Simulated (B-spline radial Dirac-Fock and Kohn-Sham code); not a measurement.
## B³⁺ 1s: cross section and angular parameters

System: the B³⁺ ion, 1s2; threshold 253.8 eV (orbital energy of the model). Method: Dirac-Hartree-Slater photoionisation with a Latter tail; cross sections with all multipoles, angular parameters from the dipole term and its interference with E2. Computed with a radial atomic solver.

The run's input, task.json:

```json
{"items": [{
  "Z": 5,
  "q": 3,
  "cfg": [[1, 0, 2]],
  "A": 11,
  "rrms": 2.406,
  "do": "xps",
  "hv": [65.3, 76.9, 96.0, 96.1, 100, 124.0, 125.0, 141.0, 190.0, 200, 255.0, 304.0, 484.0, 533.0, 542.0, 600, 756.0, 992.0, 1000, 2000, 2510.0, 2590.0, 3620.0, 4000, 4890.0, 5640.0, 6000, 6330.0, 9251.7, 10100.0]
}]}
```

Launch: `python xray2_run.py task.json out`

For linearly polarised light dσ/dΩ = σ/(4π) [1 + β P₂(cos θ) + (δ + γ cos²θ) sin θ cos φ], with θ from the polarisation vector and φ the angle between the beam and the projection of the electron momentum on the plane normal to the polarisation.

| hν (eV) | σ (kb) | β | γ |
| --- | --- | --- | --- |
| 304 | 479 | 2.000 | 0.151 |
| 484 | 145 | 2.000 | 0.325 |
| 533 | 113 | 2.000 | 0.358 |
| 542 | 108 | 2.000 | 0.364 |
| 600 | ? | ? | ? |
| 756 | 43.8 | 2.000 | 0.482 |
| 992 | 20.5 | 2.000 | 0.588 |
| 1000 | 20.1 | 2.000 | 0.592 |
| 2000 | 2.69 | 2.000 | 0.934 |
| 2510 | 1.35 | 2.000 | 1.076 |
| 2590 | 1.23 | 2.000 | 1.097 |
| 3620 | 0.437 | 2.000 | 1.345 |
| 4000 | 0.320 | 2.000 | 1.427 |
| 4890 | 0.169 | 2.000 | 1.603 |
| 5640 | 0.107 | 2.000 | 1.736 |
| 6000 | 0.0873 | 2.000 | 1.795 |
| 6330 | 0.0734 | 2.000 | 1.847 |
| 9251.7 | 0.0214 | 2.000 | 2.235 |
| 10100 | 0.0161 | 2.000 | 2.332 |

Q: Give the values at 600 eV.

A: σ = 82.1 kb, β = 2.000, γ = 0.399. For an s subshell δ is negligible.
